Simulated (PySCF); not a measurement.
# Potassium: a sound run and one with changed settings

Sound run: K²⁺ [Ne] 3s2 3p5, K³⁺ [Ne] 3s2 3p4. Computed with PySCF 2.14 in def2-SVP (5s3p2d, 24 functions), with no relativity, point nucleus. The sound run starts from symmetry-adapted Hartree-Fock orbitals and uses a fine grid where one is needed.

A second run was set up differently.

```tsv
species	method	sound run (hartree)	changed run (hartree)	converged
K²⁺	UHF	-597.76878	-597.76878	yes
K²⁺	TPSS	-598.48328	-598.48338	yes
K²⁺	B3LYP	-598.47260	-598.47244	yes
K³⁺	UHF	-596.04457	-596.04457	yes
K³⁺	TPSS	-596.70716	-596.70730	yes
K³⁺	B3LYP	-596.69301	-596.69275	yes
```

Ionisation energy of K²⁺:

```
method  sound run (eV)  changed run (eV)
   UHF          46.918            46.918
  TPSS          48.331            48.330
 B3LYP          48.425            48.428
```

Problem. What was changed?
A. a valence shell is frozen
B. all electrons correlated in a valence basis
C. too few SCF iterations
D. angular grid far too coarse

Solution. D. It used 26 angular points. A coarse angular grid integrates products of high-l functions wrongly, so density functionals can shift, and the SCF can exploit the error; Hartree-Fock and MP2 need no grid.
